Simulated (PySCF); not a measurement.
BF2, SMILES F[B]F (connectivity only; charge and spin as stated), charge +1, multiplicity 1.

The structure is a stationary point at ωB97X-D3(BJ)/def2-TZVP. The multiplicity is an assumed one; other spin states were not compared. The isomer is the one that the SMILES or the coordinates give; other isomers of the formula were not compared.

Method: PySCF with B3LYP/def2-TZVPD.

Gas-phase values at a fixed geometry.

Question: Estimate the frontier levels, gap, dipole moment and polarisability. (An estimate is asked for; the answer gives what the named calculation found.)

Answer: 
The highest occupied level is -22.33 eV, the lowest empty level is -8.88 eV and the orbital gap comes out as 13.45 eV. The dipole moment about the centre of nuclear charge is 0.00 D and the mean static polarisability is 10.5 bohr³ (1.55 Å³). The polarisability, principal values is 8.4, 8.4, 14.6 bohr³.
